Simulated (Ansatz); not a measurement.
`O[CH2][Ga]([OH])[OH]` + `O[SiH3]` → `[OH][Ga]([OH])[O][SiH3]` + CH₃OH  (ligand exchange at a Ga–C bond)

Calculated with Ansatz (gas phase, PBE0-D4/def2-TZVP geometries, no zero-point term in ΔE). CCSD(T)/CBS adds triple-zeta CCSD(T) − MP2 to the extrapolated MP2 energy (def2 sets, frozen cores). This one scheme is used for every species. DFT in def2-TZVPP. For Ga outer-core shells are correlated without core-valence functions, which leaves a few kJ/mol of doubt a bond. Scalar relativity is left out up to krypton. One conformer a species, not always the lowest.

```tsv
level	ΔE (kJ/mol)	difference from CCSD(T)/CBS
r2SCAN-D4	-85.9	2.8
PBE0-D4	-82.5	6.2
ωB97M-V	-84.9	3.8
B2PLYP	-93.1	-4.4
MP2/def2-TZVPP	-96.9	-8.2
SCS-MP2/def2-TZVPP	-102.1	-13.4
CCSD(T)/def2-TZVPP	-96.1	-7.4
SCS-MP2/def2-QZVPP	-99.1	-10.4
MP2/CBS(def2)	-89.5	-0.8
CCSD/CBS(def2)	-91.7	-3.0
CCSD(T)/CBS	-88.7	0
```

Largest T1 diagnostic among the species: 0.014.

In def2-TZVPP, CCSD(T) changes the Hartree–Fock value by +24.0 kJ/mol (the triples alone add +2.9 kJ/mol) and MP2 by +23.2 kJ/mol. From PBE to PBE0 (25 % exact exchange), in def2-TZVPP and without D4, ΔE moves by −9.4 kJ/mol.

CCSD(T)/CBS has its own doubt, a few kJ/mol and more with outer-core shells, so smaller differences from it don't rank the levels.
